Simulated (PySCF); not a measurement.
# Electric field gradients and quadrupole coupling constants

Compound: C7H13NSi.
Structure used (GFN2-xTB), in Å, numbered top down from 1:
```
atom  x, y, z in Å
C1    -2.2091   -0.1668    1.7526
C2    -1.1268   -0.2209    0.9870
N3    -0.9889    0.3209   -0.2744
Si4   -2.2422    1.2514   -1.0238
C5     0.2034   -0.0839   -1.0100
C6     0.0937   -1.5387   -1.4867
C7     1.4090    0.0957   -0.2128
C8     2.3845    0.2312    0.4707
C9     3.5770    0.3961    1.2723
H10   -3.1220    0.3029    1.4333
H11   -2.2028   -0.5962    2.7377
H12   -0.2331   -0.7120    1.3535
H13   -3.4264    0.4302   -1.3052
H14   -1.6712    1.7265   -2.2846
H15   -2.5838    2.3760   -0.1530
H16    0.2821    0.5664   -1.8890
H17   -0.7824   -1.6483   -2.1223
H18    0.9828   -1.8167   -2.0484
H19   -0.0068   -2.2081   -0.6349
H20    3.3314    0.2976    2.3294
H21    4.3105   -0.3650    1.0073
H22    4.0104    1.3809    1.1003
```

Field gradients from the PBE0/pcSseg-1 density (PySCF, non-relativistic), principal values in atomic units, ordered |Vxx| ≤ |Vyy| ≤ |Vzz|:

```tsv
atom	Vxx	Vyy	Vzz
N3	0.2876	0.6807	-0.9683
```

Find the asymmetry η = (Vxx − Vyy)/Vzz and the couplings χ = eQV/h (234.96 MHz × Q in barn × V in au), with Q(14N) = 0.02044 b.

| atom | environment | nucleus | η | χzz (MHz) | χxx (MHz) | χyy (MHz) |
| --- | --- | --- | --- | --- | --- | --- |
| N3 | silicon-bound nitrogen | 14N | 0.41 | -4.651 | 1.381 | 3.269 |

The tensor is traceless: Vxx + Vyy + Vzz = 0.

What is Vzz at N3 in SI units (1 au = 9.71736 × 10²¹ V/m²)?

-0.9683 au = -9.410 × 10²¹ V/m².

And the gradient at the other heavy atoms, for which no coupling is worked out here?

| atom | environment | Vzz (au) | η |
| --- | --- | --- | --- |
| C1 | terminal =CH2 carbon | 0.107 | 0.90 |
| C2 | vinylic carbon bearing nitrogen | -0.335 | 0.57 |
| Si4 | SiH3 silicon | 0.379 | 0.21 |
| C5 | sp3 carbon bound to nitrogen | 0.235 | 0.64 |
| C6 | methyl carbon | 0.090 | 0.08 |
| C7 | alkyne carbon | -0.238 | 0.12 |
| C8 | alkyne carbon | -0.263 | 0.24 |
| C9 | propargylic carbon | 0.127 | 0.03 |

What couplings would deuterons (Q(2H) = 0.00286 b) have in place of the hydrogens, at this geometry?

| atom | bonded to | bond length (Å) | Vzz (au) | η | χzz (kHz) |
| --- | --- | --- | --- | --- | --- |
| H10 | C1 | 1.075 | 0.3451 | 0.12 | 232 |
| H11 | C1 | 1.075 | 0.3469 | 0.09 | 233 |
| H12 | C2 | 1.084 | 0.3116 | 0.11 | 209 |
| H13 | Si4 | 1.468 | 0.1576 | 0.02 | 106 |
| H14 | Si4 | 1.463 | 0.1607 | 0.06 | 108 |
| H15 | Si4 | 1.463 | 0.1615 | 0.02 | 109 |
| H16 | C5 | 1.096 | 0.2853 | 0.06 | 192 |
| H17 | C6 | 1.088 | 0.3136 | 0.03 | 211 |
| H18 | C6 | 1.088 | 0.3132 | 0.03 | 210 |
| H19 | C6 | 1.088 | 0.3115 | 0.03 | 209 |
| H20 | C9 | 1.090 | 0.3086 | 0.02 | 207 |
| H21 | C9 | 1.090 | 0.3086 | 0.02 | 207 |
| H22 | C9 | 1.090 | 0.3088 | 0.02 | 208 |

Isolated species at its GFN2-xTB geometry (one conformer only). GFN2-xTB frequencies show an imaginary mode (28i cm⁻¹), so this geometry is no minimum at that level. GFN2-xTB bond lengths can be off by several hundredths of an ångström, more for odd bonds, and the gradients follow them. A larger basis could move these couplings by a tenth or more.
